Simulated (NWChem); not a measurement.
A series in which one site is exchanged, each optimised at PBE0/def2-SVP with NWChem, gas phase unless a solvent is named. All stand in one matching conformer (torsions within 35°), which need not be the lowest. This build's default masses of Se (78.918 u) and Br (79.917 u) are each other's, which moves their modes by up to 0.6 %. Some are not confirmed as minima by frequencies. def2 effective core potentials on Cd, Te; no spin-orbit coupling.

A: O[Te]F (HTeOF; site = Te)
B: O[Se]F (HSeOF; site = Se)
C: [OH][Zn][F] (ZnHOF; site = Zn)
D: [F][Cd][OH] (CdHOF; site = Cd)

Values for A:

| Property | Value |
|---|---|
| dipole (D), PBE0/def2-SVP | 2.73 |
| vertical ionisation energy, ΔSCF, PBE/def2-SVP (eV) | 8.57 |
| vertical ionisation energy, ΔSCF, CAM-B3LYP/def2-SVP (eV) | 8.98 |
| static polarisability, CAM-B3LYP/def2-SVPD (bohr³) | 43.8 |

Task: How do these values change for the other members?

Result: 
```tsv
change from A	B	C	D
dipole (D), PBE0/def2-SVP	-0.47	-0.72	-0.70
vertical ionisation energy, ΔSCF, PBE/def2-SVP (eV)	+0.54	+2.07	+1.84
vertical ionisation energy, ΔSCF, CAM-B3LYP/def2-SVP (eV)	+0.57	+2.28	+1.94
static polarisability, CAM-B3LYP/def2-SVPD (bohr³)	-10.4	-18.6	-12.5
```
